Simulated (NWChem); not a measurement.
Program: NWChem. System: FGa, charge 0, spin multiplicity 1, at a geometry optimised with B3LYP/def2-SVP. The structure started from a generated list of species. Level: G0W0@PBE0/def2-SVP, RI basis def2-svp-rifit.

Job file:

```
start mol
memory heap 200 mb stack 700 mb global 1700 mb
geometry units angstroms nocenter noautoz
  Ga     0.000000     0.000000    -0.401861
  F      0.000000     0.000000     1.384188
  symmetry group C2v
end
basis spherical
  * library def2-svp
end
basis "ri basis" bse spherical
  * library def2-svp-rifit
end
dft
  xc pbe0
  iterations 100
  direct
  tolerances tight
end
task dft energy
gw
  states alpha occ 4 vir 2
end
task dft gw
```

NWChem printed:

```
             Northwest Computational Chemistry Package (NWChem) 7.3.0
             --------------------------------------------------------

                                NWChem Input Module
                                -------------------

 Scaling coordinates for geometry "geometry" by  1.889725989
 (inverse scale =  0.529177249)

 Turning off AUTOSYM since
 SYMMETRY directive was detected!

                             Geometry "geometry" -> ""
                             -------------------------

 Output coordinates in angstroms (scale by  1.889725989 to convert to a.u.)

  No.       Tag          Charge          X              Y              Z
 ---- ---------------- ---------- -------------- -------------- --------------
    1 Ga                  31.0000     0.00000000     0.00000000    -0.40186100
    2 F                    9.0000     0.00000000     0.00000000     1.38418800

 Effective nuclear repulsion energy (a.u.)      82.6631590012

            Nuclear Dipole moment (a.u.)
            ----------------------------
        X                 Y               Z
 ---------------- ---------------- ----------------
     0.0000000000     0.0000000000     0.0000018897

      Symmetry information
      --------------------

 Group name             C2v
 Group number             16
 Group order               4
 No. of unique centers     2

      Symmetry unique atoms

     1    2


 Summary of "ao basis" -> "" (spherical)
 ------------------------------------------------------------------------------
       Tag                 Description            Shells   Functions and Types
 ---------------- ------------------------------  ------  ---------------------
 *                          def2-svp                  on all atoms

 new library libraries.bse/

 Summary of "ri basis" -> "" (spherical)
 ------------------------------------------------------------------------------
       Tag                 Description            Shells   Functions and Types
 ---------------- ------------------------------  ------  ---------------------
 *                       def2-svp-rifit               on all atoms
[...]
           0.000000000000         169.658136219195           0.000000000000
           0.000000000000           0.000000000000           0.000000000000

     Multipole analysis of the density
     ---------------------------------

     L   x y z        total         alpha         beta         nuclear
     -   - - -        -----         -----         ----         -------
     0   0 0 0     -0.000000    -20.000000    -20.000000     40.000000

     1   1 0 0     -0.000000     -0.000000     -0.000000      0.000000
     1   0 1 0     -0.000000     -0.000000     -0.000000      0.000000
     1   0 0 1     -0.756797     -0.378400     -0.378400      0.000002

     2   2 0 0    -14.062294     -7.031147     -7.031147      0.000000
     2   1 1 0     -0.000000     -0.000000     -0.000000      0.000000
     2   1 0 1     -0.000000     -0.000000     -0.000000      0.000000
     2   0 2 0    -14.062294     -7.031147     -7.031147      0.000000
     2   0 1 1     -0.000000     -0.000000     -0.000000      0.000000
     2   0 0 2    -18.801524    -49.128938    -49.128938     79.456352

 Task  times  cpu:        2.4s     wall:        2.4s

                                NWChem Input Module
                                -------------------

                                 NWChem GW Module
                                 ----------------

                             ***********************
                             ***        GW       ***
                             ***********************

 Summary of "ri basis" -> "ri basis" (spherical)
 ------------------------------------------------------------------------------
       Tag                 Description            Shells   Functions and Types
 ---------------- ------------------------------  ------  ---------------------
 Ga                      def2-svp-rifit             33      127   10s9p7d4f3g
 F                       def2-svp-rifit             16       48   6s5p4d1f

                 Memory Information
                 ------------------
          Available GA per process is          1700.0 MBs
          Available stack per process is        700.0 MBs
          Available heap per process is           0.0 MBs

          Peak memory in Initialization
              Peak GA per process is                  1.6 MBs
              Peak stack per process is               0.0 MBs
              Peak heap per process is                1.7 MBs
              Memory not in MA per process            0.0 MBs

          Peak memory in AFF Calculation
              Peak GA per process is                  4.1 MBs
              Peak stack per process is               2.1 MBs
              Peak heap per process is                0.0 MBs
              Memory not in MA per process            2.1 MBs

          Computing 2-center integrals
          Computing Inverse Cholesky factor
          Computing 3-center integrals
          Computing V_xc ...

          Computing Sigma_x
          Computing RPA polarizability
          Solving quasiparticle equations

                  Alpha Orbitals
          State     Energy (eV)     Error (eV)
          -----------------------------------
@GW        17        -13.941           0.004
@GW        18        -12.112           0.004
@GW        19        -12.112           0.004
@GW        20         -9.677           0.004
@GW        21          1.167           0.002
@GW        22          1.167           0.002

   Applying  -1.9624 eV scissor-shift to rest of particle states

   Applying   2.4602 eV scissor-shift to rest of hole states

     GW Timing Statistics
   ------------------------
   Init.   :          0.1s
     ERIs  :          0.1s
     Distr.:          0.0s
     Vxc   :          0.3s
   Sigma_x :          0.0s
   RPA     :          0.0s
   Wmn     :          0.0s
   Sigma_c :          0.0s
   GW total:          0.5s

 Task  times  cpu:        0.5s     wall:        0.5s

 Total times  cpu:        3.0s     wall:        3.0s
```
